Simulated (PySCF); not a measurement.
How methods differ on the excitation energy of Cu⁺

Cu⁺ [Ar] 3d10 (1S) → Cu⁺ [Ar] 3d9 4p1 (high-spin determinant), as a difference of total energies. All numbers are calculated (PySCF 2.14, a scalar-relativistic core potential, in aug-cc-pwCVTZ-PP with ECP10MDF (8s8p7d4f3g, 122 functions)). Correlated levels: valence: 3s2 3p6 frozen; valence and next inner shell: nothing frozen outside the core potential. The calculations carry no spin-orbit coupling.

```
                                method  excitation energy (eV)
                                   UHF                   5.854
                                   LDA                   8.759
                                   PBE                   8.132
                                  PBE0                   7.771
                                r2SCAN                   7.573
                                  BLYP                   8.048
                                  MN15                   9.621
                                 HSE06                   7.753
                         MP2 (valence)                   9.068
                     SCS-MP2 (valence)                   8.746
    MP2 (valence and next inner shell)                   9.597
SCS-MP2 (valence and next inner shell)                   9.164
```

Question: How much does correlation contribute at MP2 (valence and next inner shell)?

Answer: 9.597 − (5.854) = 3.743 eV, measured against UHF.

The determinant of the upper state mixes LS terms, which raises its energy above the lowest term, most at the Hartree-Fock and MP2 levels.
